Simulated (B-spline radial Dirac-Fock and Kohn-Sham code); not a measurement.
Two-hole binding energies of Pr⁵⁺

System: Pr⁵⁺, configuration [Kr] 4d10 5s2 5p6.

Input file task.json (cfg lists n, l and occupation; rrms is the nuclear radius in fm):

```json
{"items": [{
  "Z": 59,
  "q": 5,
  "cfg": [[1, 0, 2], [2, 0, 2], [2, 1, 6], [3, 0, 2], [3, 1, 6], [3, 2, 10], [4, 0, 2], [4, 1, 6], [4, 2, 10], [5, 0, 2], [5, 1, 6]],
  "A": 141,
  "rrms": 4.8919,
  "do": ["binding", "quiet", "double"]
}]}
```

Launch: `python xray_run.py task.json out`

These are calculated numbers from a B-spline atomic structure program; the model is relaxed Dirac-Fock hole states (ΔSCF) with Breit and QED corrections and a finite nucleus. U is the two-hole binding energy less the two single-hole energies, the effective repulsion of the holes after relaxation. Each two-hole energy is an average over J within one jj subconfiguration.

```
          holes  E(a) (eV)  E(b) (eV)  E(ab) (eV)  U (eV)
   1s⁻¹ 3p1/2⁻¹    42069.8     1428.1     43591.7    93.8
   1s⁻¹ 3p3/2⁻¹    42069.8     1331.9     43488.2    86.5
   1s⁻¹ 3d5/2⁻¹    42069.8     1018.8     43169.0    80.4
   2s⁻¹ 2p1/2⁻¹     6925.3     6525.0           ?       ?
   2s⁻¹ 2p3/2⁻¹     6925.3     6048.9     13129.6   155.4
   2s⁻¹ 3p1/2⁻¹     6925.3     1428.1      8431.2    77.9
2p1/2⁻¹ 3d3/2⁻¹     6525.0     1038.9      7644.1    80.1
2p3/2⁻¹ 3d3/2⁻¹     6048.9     1038.9      7171.1    83.3
2p3/2⁻¹ 3d5/2⁻¹     6048.9     1018.8      7147.5    79.7
        3p3/2⁻²     1331.9     1331.9      2721.8    58.0
3d3/2⁻¹ 3d5/2⁻¹     1038.9     1018.8      2123.5    65.8
4d3/2⁻¹ 4d5/2⁻¹      198.5      194.7       419.5    26.3
        4d5/2⁻²      194.7      194.7       415.4    26.0
        5p3/2⁻²      81.51      81.51       177.3    14.2
```

Question: Give the missing two-hole energy and U.

Answer: E(ab) = 13611.7 eV and U = 161.4 eV.
